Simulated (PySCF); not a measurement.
H4O4Si, charge +1, doublet, at a GFN2-xTB geometry (a state made from the parent by changing its charge; the spin is typed, not shown lowest), atoms displaced at random by about 0.03 Å a coordinate; R2SCAN/STO-3G, gradient (PySCF).

Here is a job for PySCF.
```python
from pyscf import gto, scf, dft

mol = gto.Mole()
mol.atom = '''
    O     0.80169153    1.21036818   -0.78500168
    Si   -0.00155826    0.06695959    0.00097013
    O    -1.14740751    0.57130455    1.01546751
    O    -0.78155906   -0.91017348   -1.11280656
    O     1.03557607   -0.91696770    0.84020463
    H     1.11733032    2.02833028   -0.42110144
    H    -1.42650990    0.20162472    1.78357197
    H    -1.15057192   -0.63218110   -1.91350443
    H     1.63577263   -1.63990255    0.57600096
'''
mol.basis = 'sto-3g'
mol.charge = 1
mol.spin = 1
mol.verbose = 4
mol.build()

mf = dft.UKS(mol)
mf.xc = 'r2scan'
mf.grids.level = 5
mf.kernel()
g = mf.nuc_grad_method()
g.grid_response = True
grad = g.kernel()
```

Task: Predict the main parts of the log of this PySCF run.

Result: 
```
PySCF version 2.14.0

[INPUT] verbose = 4
[INPUT] num. atoms = 9
[INPUT] num. electrons = 49
[INPUT] charge = 1
[INPUT] spin (= nelec alpha-beta = 2S) = 1
[INPUT] symmetry False subgroup None
[INPUT] Mole.unit = angstrom
[INPUT] Symbol           X                Y                Z      unit          X                Y                Z       unit  Magmom
[...]
nuclear repulsion = 268.395851252764
number of shells = 21
number of NR pGTOs = 99
number of NR cGTOs = 33
basis = sto-3g
ecp = {}

******** <class 'pyscf.dft.uks.UKS'> ********
method = UKS
initial guess = minao
damping factor = 0
level_shift factor = 0
DIIS = <class 'pyscf.scf.diis.CDIIS'>
diis_start_cycle = 1
diis_space = 8
diis_damp = 0
SCF conv_tol = 1e-09
SCF conv_tol_grad = None
SCF max_cycles = 50
direct_scf = True
direct_scf_tol = 1e-13
number electrons alpha = 25  beta = 24
XC library pyscf.dft.libxc version 7.1.2
    S. Lehtola, C. Steigemann, M. J. T. Oliveira, and M. A. L. Marques,  SoftwareX 7, 1–5 (2018)
XC functionals = r2scan
    J. W. Furness, A. D. Kaplan, J. Ning, J. P. Perdew, and J. Sun,  J. Phys. Chem. Lett. 11, 8208–8215 (2020)
    J. W. Furness, A. D. Kaplan, J. Ning, J. P. Perdew, and J. Sun,  J. Phys. Chem. Lett. 11, 9248–9248 (2020)
    J. W. Furness, A. D. Kaplan, J. Ning, J. P. Perdew, and J. Sun,  J. Phys. Chem. Lett. 11, 8208–8215 (2020)
    J. W. Furness, A. D. Kaplan, J. Ning, J. P. Perdew, and J. Sun,  J. Phys. Chem. Lett. 11, 9248–9248 (2020)
radial grids:
    Treutler-Ahlrichs [JCP 102, 346 (1995); DOI:10.1063/1.469408] (M4) radial grids

becke partition: Becke, JCP 88, 2547 (1988); DOI:10.1063/1.454033
pruning grids: <function nwchem_prune>
grids dens level: 5
symmetrized grids: False
atomic radii adjust function: <function treutler_atomic_radii_adjust>
small_rho_cutoff = 0
Set gradient conv threshold to 3.16228e-05
tot grids = 309624
init E= -585.95516976626

cycle= 1 E= -584.588864820696  delta_E= 1.37  |g|=  0.6  |ddm|= 2.69
cycle= 2 E= -583.911884349418  delta_E= 0.677  |g|=  1.2  |ddm|= 2.65
cycle= 3 E= -584.717131310288  delta_E= -0.805  |g|= 0.428  |ddm|= 2.23
cycle= 4 E= -584.717218352731  delta_E= -8.7e-05  |g|= 0.417  |ddm|= 1.54
cycle= 5 E= -584.778827306229  delta_E= -0.0616  |g|= 0.327  |ddm|= 0.87
cycle= 6 E= -584.79858459904  delta_E= -0.0198  |g|= 0.259  |ddm|= 0.92
cycle= 7 E= -584.762483802732  delta_E= 0.0361  |g|= 0.321  |ddm|= 1.43
cycle= 8 E= -584.862956014661  delta_E= -0.1  |g|= 0.0672  |ddm|= 1.13
cycle= 9 E= -584.811807438352  delta_E= 0.0511  |g|= 0.233  |ddm|= 0.829
cycle= 10 E= -584.865532789379  delta_E= -0.0537  |g|= 0.0437  |ddm|= 0.724
cycle= 11 E= -584.851426576923  delta_E= 0.0141  |g|= 0.129  |ddm|= 0.419
cycle= 12 E= -584.864140054671  delta_E= -0.0127  |g|= 0.0582  |ddm|= 0.222
cycle= 13 E= -584.864522841414  delta_E= -0.000383  |g|= 0.0545  |ddm|= 0.0129
cycle= 14 E= -584.864431817325  delta_E= 9.1e-05  |g|= 0.0554  |ddm|= 0.00393
cycle= 15 E= -584.866692884737  delta_E= -0.00226  |g|= 0.0244  |ddm|= 0.0889
cycle= 16 E= -584.866143188911  delta_E= 0.00055  |g|= 0.0349  |ddm|= 0.161
cycle= 17 E= -584.867225223458  delta_E= -0.00108  |g|= 0.00366  |ddm|= 0.085
cycle= 18 E= -584.867209416239  delta_E= 1.58e-05  |g|= 0.00553  |ddm|= 0.00745
cycle= 19 E= -584.867230299715  delta_E= -2.09e-05  |g|= 0.00271  |ddm|= 0.00776
cycle= 20 E= -584.867236894463  delta_E= -6.59e-06  |g|= 0.000239  |ddm|= 0.00805
cycle= 21 E= -584.867236918966  delta_E= -2.45e-08  |g|= 0.000171  |ddm|= 0.000184
cycle= 22 E= -584.867236944544  delta_E= -2.56e-08  |g|= 2.55e-05  |ddm|= 0.000386
cycle= 23 E= -584.867236945127  delta_E= -5.83e-10  |g|= 2.76e-06  |ddm|= 6.41e-05
Extra cycle  E= -584.867236919383  delta_E= 2.57e-08  |g|= 0.000168  |ddm|= 0.000486
SCF not converged.
SCF energy = -584.867236919383 after 50 cycles  <S^2> = 0.75231562  2S+1 = 2.0023143

WARN: Ground state UKS not converged

******** <class 'pyscf.grad.uks.Gradients'> for <class 'pyscf.dft.uks.UKS'> ********
unit = Eh/Bohr
grid_response = True
--------------- UKS gradients ---------------
         x                y                z
0 O     0.0099407397     0.0365176399     0.0514708927
1 Si    -0.0056500089     0.0305273466     0.0081451040
2 O    -0.0278936524    -0.0813722339     0.1225615761
3 O    -0.0402401821     0.0463357630    -0.1025809365
4 O     0.0198338908    -0.0244464774    -0.0361445389
5 H    -0.0192257658    -0.0552184811    -0.0341532049
6 H     0.0408583247     0.0696588137    -0.1323169087
7 H     0.0387362314    -0.0436888299     0.0977793849
8 H    -0.0163595773     0.0216864591     0.0252386314
----------------------------------------------
```

The run did not converge; its last values are not results.
